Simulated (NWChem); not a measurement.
# GeHF3; SMILES [F][GeH]([F])[F]

Computed with NWChem. Pople sets run with spherical d functions. Each level has its own optimisation; frequencies are unscaled.

```tsv
level	r F–Ge (Å)	r Ge–H (Å)	highest harmonic frequency (cm⁻¹)	lowest (cm⁻¹)	zero-point energy (kcal/mol)	dipole (D)
Hartree-Fock/STO-3G	1.671	1.437	2455	260	10.5	1.59
Hartree-Fock/6-31G*	1.692	1.515	2390	249	10.3	2.64
PBE0/def2-SVP	(withheld)	1.517	(withheld)	(withheld)	(withheld)	(withheld)
```

Problem. Fill in the missing entries.

Solution. 
- PBE0/def2-SVP, r F–Ge (Å): 1.713
- PBE0/def2-SVP, highest harmonic frequency (cm⁻¹): 2281
- PBE0/def2-SVP, lowest (cm⁻¹): 227
- PBE0/def2-SVP, zero-point energy (kcal/mol): 9.6
- PBE0/def2-SVP, dipole (D): 2.46
